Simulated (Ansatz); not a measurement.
Molecule: [amino(ethyl)boranyl]ethane, C$_{4}$H$_{12}$BN, charge 0, multiplicity 1. 
Geometry from a B3LYP-D3(BJ)/def2-TZVP (Ansatz, a program for electronic structure) optimisation:
SMILES: CCB(N)CC
```xyz
18

C     -1.4909    -1.4864     0.5435
C     -1.5372    -0.1432    -0.1989
B     -0.1525     0.6164    -0.3154
N     -0.1036     1.9903    -0.0459
C      1.1878    -0.1274    -0.7246
C      1.9891    -0.5975     0.5050
H     -0.7709    -2.1686     0.0869
H     -1.1964    -1.3537     1.5871
H     -2.4627    -1.9846     0.5385
H     -2.3045     0.4971     0.2510
H     -1.8789    -0.3295    -1.2267
H      0.7322     2.5440    -0.1414
H     -0.9031     2.5211     0.2586
H      0.9699    -0.9945    -1.3559
H      1.8240     0.5332    -1.3245
H      2.2654     0.2463     1.1413
H      1.4100    -1.2896     1.1191
H      2.9098    -1.1081     0.2141
```

Parts of the frozen-core correlation energy in 6-31G* (Ansatz, hartree). Frozen orbitals: 6; correlated occupied orbitals by spin: 18 and 18; virtual: 90 and 90. Spin-orbit coupling is left out. No relativistic terms.

| term | value |
|---|---|
| reference (HF) | -237.64583 |
| MP2 opposite-spin | -0.58457 |
| MP2 same-spin | -0.18166 |
| CCSD correlation | -0.83786 |
| (T) | -0.02346 |
| T1 diagnostic | 0.011 |
| largest doubles amplitude | 0.035 |
